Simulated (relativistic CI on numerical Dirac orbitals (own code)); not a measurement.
The magnetic moment of free Nd²⁺ at 300 K

Problem. Nd²⁺ (4f4) has the ground term 5I, whose calculated levels (Dirac-Coulomb-Breit CI, one configuration, Slater integrals scaled by 0.85) lie at J = 4: 0, J = 5: 1105, J = 6: 2328, J = 7: 3635, J = 8: 5000 cm⁻¹. Find the effective moment at 300 K in LS coupling.

Working.
1. S = 2, L = 6. The ground level J = 4 has g_J = 3/2 + [S(S + 1) − L(L + 1)]/[2J(J + 1)] = 0.6000 and g_J√(J(J + 1)) = 2.68 μB.
2. kT = 208.5 cm⁻¹. Populations (2J + 1)e^(−E/kT)/Z: J = 4: 0.994, J = 5: 0.006.
3. The field also mixes neighbouring J. With F_J = [(S + L + 1)² − J²][J² − (S − L)²]/J, each level gains α_J = [F_(J+1)/(E_(J+1) − E_J) − F_J/(E_J − E_(J−1))]/[6(2J + 1)], and μ²(J) = g_J²J(J + 1) + 3kT α_J.
4. Values of μ²(J): J = 4: 7.200 + 1.057, J = 5: 24.300 + 0.297.
5. The thermal average gives μ_eff = 2.89 μB, or χT = μ²/8 = 1.04 cm³ K mol⁻¹.

Check. With the measured levels of this term (Ding et al., The Spectrum and Energy Levels of the Low-lying Configurations of Nd III (preprint, 2023): 4: 0, 5: 1138, 6: 2388, 7: 3715, 8: 5093) the same steps give μ_eff = 2.88 μB. The computed ground level holds 98 % of 5I and has g = 0.6028, with g_s = 2.0023, relativistic corrections and term mixing, against 0.6000 above. The next levels are low, so field-induced mixing carries the moment away from the ground-level value, by an amount that depends on temperature. A crystal field changes the moment at low temperature.
